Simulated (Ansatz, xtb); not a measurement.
# C5H9BrO: 9 structures ranked

9 gas-phase structures of C5H9BrO, from a drawn sample of its isomers (lower ones may exist). Each was relaxed with GFN2-xTB; where two conformers were screened, the lower at r2SCAN-D4/def2-SVP//GFN2-xTB is listed:

A. `CCCCC(=O)Br`, a singlet
B. `C[C@@H](CBr)[C@@H]1CO1`, a singlet
C. `CC[C@H](C)C(=O)Br`, a singlet
D. `Br[C@@H]1CCCOC1`, a singlet
E. `CC1(C)OC[C@@H]1Br`, a singlet
F. `C[C@H](C=O)CCBr`, a singlet
G. `C=C(CCBr)OC`, a singlet
H. `O[C@@H]1CC[C@H](Br)C1`, a singlet
I. `C[C@@H]1[C@H](O)C[C@H]1Br`, a singlet

**Question.** Which do you expect lowest at r2SCAN-D4/def2-SVP//GFN2-xTB, and how would the others follow?

**Answer.** Calculated order at r2SCAN-D4/def2-SVP//GFN2-xTB: C (0.0), A (3.4), H (36.5), D (50.7), F (64.5), I (115.9), E (122.1), G (127.6), B (155.9) kJ/mol. Less than 1 kcal/mol parts C and A, so the order within that pair means little.

Energies above the lowest of each column, in kJ/mol; the last columns are at r2SCAN-D4/def2-SVP geometries and were run for some of them only (a dash: not run or not comparable):

```
structure  GFN2-xTB  HF/STO-3G  r2SCAN-D4/def2-SVP//GFN2-xTB  r2SCAN-D4/def2-SVP  CCSD(T)/def2-SVP + ΔMP2/def2-TZVPP
        C      22.3       80.2                           0.0                 0.0                                 0.0
        A      27.7       80.8                           3.4                 3.4                                 6.6
        H       0.0       24.6                          36.5                37.1                                18.1
        D       8.6        0.0                          50.7                53.1                                   –
        F      85.4      126.8                          64.5                66.2                                   –
        I      68.5      111.8                         115.9                   –                                   –
        E      69.8       76.5                         122.1                   –                                   –
        G     104.9      186.0                         127.6                   –                                   –
        B      90.8      160.2                         155.9                   –                                   –
```

CCSD(T)/def2-SVP + ΔMP2/def2-TZVPP puts C lowest of those it was run on; GFN2-xTB picks H, HF/STO-3G picks D. Flexible structures stand in one conformer each, not always the lowest. Frequencies (GFN2-xTB) were run for A, C, H alone. The ΔMP2 step shifts differences by up to 20.3 kJ/mol, which makes them less sure. ΔMP2 is the change of the MP2 energy from the smaller to the larger basis.

Over these structures GFN2-xTB departs from r2SCAN-D4/def2-SVP//GFN2-xTB by 29.7 kJ/mol on average once a common shift is removed. A GFN2-xTB relaxation took about 0.066 s and the r2SCAN-D4/def2-SVP//GFN2-xTB energy about 2.1 s on a shared host (Ansatz 0.2.0, xtb 6.7.1).
